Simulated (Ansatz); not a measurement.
Geometry optimisation, Ansatz, RKS PBE/def2-SVP.

input.yaml

```yaml
crystal:
  periodic: [false, false, false]
  atoms:
    - { symbol: B, position_ang: [0.013486, 0.476075, -0.380878] }
    - { symbol: F, position_ang: [-0.00636, -0.179396, 2.049046] }
    - { symbol: F, position_ang: [1.167594, -0.101854, -0.634397] }
    - { symbol: H, position_ang: [-1.050654, -0.057554, -0.600357] }
    - { symbol: Cl, position_ang: [0.054696, 2.23912, 0.115007] }
    - { symbol: H, position_ang: [0.081038, 0.737909, 2.198179] }
basis:
  gaussian: { orbitals: def2-SVP }
hamiltonian:
  xc: pbe
relax:
  f_tol: 0.03
  max_steps: 50
```

Command:

```bash
$ ansatz run input.yaml --threads 1 --pin off --max-ram 2048MiB --backend cpu --events-out ev --progress --plain --runs-dir out
```

Problem. Where does it end, and by what steps?

Solution. It converged. After 8 steps the energy has fallen by 0.051 eV; F2 moved furthest, 0.23 Å.

```csv
step,energy less start (eV),largest force component (eV/Å),accepted
0,0.0000,0.844,yes
1,-0.0375,0.232,yes
2,-0.0420,0.179,yes
3,-0.0498,0.173,yes
4,-0.0510,0.075,yes
5,-0.0512,0.050,yes
6,-0.0513,0.057,yes
7,-0.0514,0.039,yes
8,-0.0514,0.019,yes
```

```xyz
6
Properties=species:S:1:pos:R:3
B 0.014 0.445 -0.232
F 0.006 -0.141 1.827
F 1.166 -0.111 -0.573
H -1.046 -0.062 -0.510
Cl 0.060 2.196 0.225
H 0.060 0.788 2.009
```

Time of the run: 16 s on 1 thread of Arm Neoverse V1, on a shared host, peak memory 0.13 GiB.
